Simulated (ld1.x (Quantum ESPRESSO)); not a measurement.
# Pseudopotential generation for boron: RRKJ, PBE, scalar-relativistic.

B (Z = 5), norm-conserving RRKJ (Kleinman–Bylander form), made with ld1.x (Quantum ESPRESSO) 7.5 (PBE, scalar-relativistic). Core [He], reference 2s2 2p1. Waves: 2s (bound): rc 1.65 bohr; 3d channel at -0.05 Ry: rc 2.85 bohr; 2p (bound): rc 2.80 bohr. Local part: the p channel. Core correction: Bessel-smoothed model core, default radius (core density twice the valence density). rho0 = 0.005.

All-electron outer shells of the reference configuration (PBE, scalar-relativistic, ld1.x):

```json
{"shell": "1s", "level (eV)": "-180.59", "outermost node (bohr)": "–", "outermost maximum (bohr)": "0.21"}
{"shell": "2s", "level (eV)": "-9.44", "outermost node (bohr)": "0.46", "outermost maximum (bohr)": "1.52"}
{"shell": "2p", "level (eV)": "-3.61", "outermost node (bohr)": "–", "outermost maximum (bohr)": "1.57"}
```

Problem. Estimate the cutoffs (Ry, on a coarse ladder) from which the occupation-weighted sum of valence levels, in a spherical-Bessel basis at the reference potential, stays within 10 and 1 mRy of its value at 400 Ry.

Solution. 30 Ry and 40 Ry.

Problem. Does the potential have ghost states?

Solution. No extra level below or beside the all-electron valence levels (s, d, p, f tested).

Problem. Which valence shell sets the plane-wave cutoff?

Solution. 2s: its level needs 35 Ry to come within 1 mRy, against 15 Ry for 2p.

Problem. Tests: 2s2 2p0; 2s1 2p0; 2s2 2p0.5; 2s0 2p3; 2s2 2p1.3; 2s1 2p1; 2s1 2p2. Which has the largest error in its energy relative to the reference configuration, and how large is it?

Solution. 2s1 2p0, with +205 meV (all-electron minus pseudo) on +33.64 eV.
